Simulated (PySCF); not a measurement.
SMILES c1ncncn1 (C3H3N3), PBE0/def2-SVP optimised geometry.

```
9

C     -1.10    -1.09     0.00
N     -1.87    -0.01     0.00
C     -1.21     1.14     0.00
N      0.11     1.27     0.00
C      0.78     0.12     0.00
N      0.23    -1.09     0.00
H     -1.60    -2.07     0.00
H     -1.80     2.07     0.00
H      1.87     0.17     0.00
```

Density from PBE0/def2-TZVP in PySCF 2.14.0 at that geometry.

Minimum of the electron density along straight lines between bonded atoms, close to the bond critical point (lines longer than 1.1 times the sum of covalent radii, or with two minima, are not listed):

```csv
bond,length / Å,ρ at the minimum / e bohr⁻³,∇²ρ there / e bohr⁻⁵,position (fraction from the first atom)
C1–N2,1.329,0.358,-1.24,0.37
N2–C3,1.329,0.358,-1.24,0.63
C3–N4,1.329,0.358,-1.24,0.37
N4–C5,1.329,0.358,-1.24,0.63
C1–N6,1.329,0.358,-1.24,0.37
C5–N6,1.329,0.358,-1.24,0.37
C1–H7,1.097,0.288,-1.06,0.66
C3–H8,1.097,0.288,-1.06,0.66
C5–H9,1.097,0.288,-1.06,0.66
```
